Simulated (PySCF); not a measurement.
# How methods differ on the excitation energy of V⁺

V⁺ [Ar] 3d4 (5D) → V⁺ [Ar] 3d3 4p1 (high-spin determinant), as a difference of total energies. All numbers are calculated (PySCF 2.14, scalar relativity by spin-free X2C-1e, in x2c-QZVPPall with one added diffuse shell each of s, p, d, f, g type (12s8p6d4f3g, 121 functions)). Correlated levels: valence: [Ar] frozen; valence and next inner shell: [Ne] frozen. The calculations carry no spin-orbit coupling.

| method | excitation energy (eV) |
| --- | --- |
| UHF | 3.453 |
| LDA | 4.879 |
| PBE | 4.561 |
| PBE0 | 4.435 |
| BLYP | 4.455 |
| B2PLYP | 4.251 |
| MP2 (valence) | 4.040 |
| SCS-MP2 (valence) | 3.649 |
| MP2 (valence and next inner shell) | 4.621 |
| SCS-MP2 (valence and next inner shell) | 4.184 |

**Question.** How much does correlation contribute at MP2 (valence and next inner shell)?

**Answer.** 4.621 − (3.453) = 1.168 eV, measured against UHF.

A first-order spin-orbit estimate (lowest level to lowest level, LS coupling) adds -0.032 eV.

The determinant of the upper state mixes LS terms, which raises its energy above the lowest term, most at the Hartree-Fock and MP2 levels.
